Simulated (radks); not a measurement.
Results of a calculation; reference values are marked as such.
Question: The mean radii <r> (bohr) of the occupied orbitals of an atom or ion are listed with their occupations. Level of theory: scalar-relativistic Kohn-Sham, PBEsol, spin-polarised, spherical densities, point nucleus (a radial shooting solver on a logarithmic mesh with Libxc functionals).

| orbital | occ. | <r> |
|---|---|---|
| 1s up | 1 | 0.1308 |
| 1s down | 1 | 0.1308 |
| 2s up | 1 | 0.6981 |
| 2s down | 1 | 0.6972 |
| 2p up | 3 | 0.6891 |
| 2p down | 3 | 0.6868 |
| 3s up | 1 | 2.767 |

Name the element and its charge. Open shells, if any, are filled with parallel spins first.

Answer: Z = 12, magnesium, charge +1: Mg+ in [Ne] 3s1. The 1s radius gives Z: for a bare nucleus <r> = (2 gamma + 1)/(2Z) with gamma = sqrt(1 - (Z/c)^2), 0.1247 bohr for Z = 12, and screening makes it slightly larger (0.1308 here). The occupations add up to 11, and the charge is Z minus that.
